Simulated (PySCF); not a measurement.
SbCl and its ions

UHF-CCSD(T); basis Sb cc-pVDZ-PP with ECP28, Cl cc-pV(D+d)Z; scalar-relativistic core potentials; PySCF 2.14. Neutral (UHF): triplet (π ↑↑), Re = 2.393 Å, ωe = 355 cm⁻¹, De = 2.39 eV.

SbCl⁺ (UHF): doublet (π ↑), Re = 2.282 Å, ωe = 429 cm⁻¹, De = 2.86 eV to Sb⁺ + Cl. The energies at the minima are -699.04276 hartree for SbCl and -698.73378 for SbCl⁺.

Task: Work out the adiabatic ionisation energy, without and with harmonic zero-point energies (1 hartree = 27.2114 eV, 1 eV = 8065.5 cm⁻¹), and the change of the bond length.

Result: At UHF-CCSD(T): 0.30898 hartree = 8.408 eV between the minima; the zero-point term (429.0 − 355.0)/2 cm⁻¹ = +0.005 eV makes it 8.412 eV. Re changes by -11.1 pm against the neutral. The electron leaves a π orbital, and the shorter bond of the ion fits an antibonding orbital, or a change in how ionic the bond is.

Correlated steps freeze 9 core orbitals. Correlated levels converge slowly with the basis: in double zeta they bind strong bonds too weakly, by up to about 1 eV, and carry superposition errors of some tenths. These are scalar-relativistic numbers at best; spin–orbit coupling would shift them, the dissociation energy most. For an ion De counts to the pair picked by the measured ionisation energies or electron affinities, which need not be the lowest pair at this level. States were picked by a PBE0 search and need not be the measured ground states.
